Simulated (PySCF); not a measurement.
# Dipole moment and polarisability of 4,4-dimethyl-2-pentyne

Species: 4,4-dimethyl-2-pentyne, C7H12.
Geometry (GFN2-xTB, Å), atoms numbered from 1 in this order:
```
atom  x, y, z in Å
C1     3.2763   -0.5738    0.2803
C2     1.8554   -0.3242    0.1592
C3     0.6794   -0.1181    0.0580
C4    -0.7526    0.1324   -0.0648
C5    -1.0343    0.7567   -1.4370
C6    -1.1880    1.0947    1.0468
C7    -1.5050   -1.1971    0.0697
H8     3.6620   -0.1049    1.1856
H9     3.4638   -1.6463    0.3315
H10    3.8028   -0.1638   -0.5816
H11   -0.4947    1.6954   -1.5460
H12   -2.0992    0.9519   -1.5488
H13   -0.7174    0.0853   -2.2326
H14   -2.2547    1.2964    0.9715
H15   -0.9830    0.6642    2.0248
H16   -0.6492    2.0367    0.9680
H17   -1.1945   -1.8901   -0.7096
H18   -1.3000   -1.6542    1.0356
H19   -2.5771   -1.0319   -0.0179
```

Level: B3LYP/def2-SVPD (PySCF), static field, nuclei fixed, core orbitals frozen in the response. The polarisability tensor in these axes (au):

```
x   108.17  -5.94   2.91
y    -5.94  75.34  -0.51
z     2.91  -0.51  74.55
```

Q: Give the principal values, the mean and the anisotropy Δα = √{½[(α1 − α2)² + (α2 − α3)² + (α1 − α3)²]}.

A: Principal values 74.30, 74.30 and 109.46 au; mean 86.02 au = 12.75 Å³ = 14.18 × 10⁻⁴⁰ C²·m²/J; Δα = 35.16 au (41 % of the mean).

Q: What is the dipole moment?

A: 0.17 D at this geometry.

Q: What would n − 1 = 2πNα be for an ideal gas of these molecules at 350 K and 1 atm, electronic part alone?

A: N = p/kT = 2.0968 × 10¹⁹ cm⁻³, so n − 1 = 2π × N × 12.75 × 10⁻²⁴ cm³ = 1679 × 10⁻⁶ at long wavelengths, for an ideal gas.

Q: Find the Langevin capture rate constant for NO+ (29.998 u) meeting this molecule (96.094 u), k = 2.342 × 10⁻⁹ cm³/s × √(α in Å³ / reduced mass in u).

A: The reduced mass is 22.86 u, so k = 1.75 × 10⁻⁹ cm³/s.

Q: Form Σ f/ω² (atomic units) for the 8 lowest TDDFT singlets, given as eV and f, and set it beside the mean polarisability, which is this sum over all singlets: 6.37, 0.0167; 6.37, 0.0167; 6.70, 0.0000; 6.85, 0.0008; 6.85, 0.0008; 7.01, 0.0118; 7.01, 0.0119; 7.75, 0.1725.

A: They add up to 3.12 au, 3.6 % of the 86.02 au; the largest single term is 2.13 au, from the state at 7.75 eV. Terms in order: 0.30, 0.31, 0.00, 0.01, 0.01, 0.18, 0.18, 2.13 au. Higher excitations give the rest. The strengths listed sum to 0.231.

Q: Estimate the molar refractivity from the static electronic polarisability.

A: Lorentz–Lorenz: R = (4π/3)N_A α = 2.5225 cm³/(mol·Å³) × 12.75 Å³ = 32.2 cm³/mol, in the limit of long wavelengths.

Q: Give the eigenvalues of the traceless quadrupole moment Θ = ½Σq(3rr − r²1), origin at the centre of nuclear charge.

A: -2.85, -2.84, 5.69 D·Å. The values depend on the origin, since the dipole doesn't vanish. The electronic extent ⟨r²⟩ about the same centre is 1031 bohr², a root-mean-square distance of 2.31 Å for the 54 electrons.

Isolated species at its GFN2-xTB geometry, gas phase.
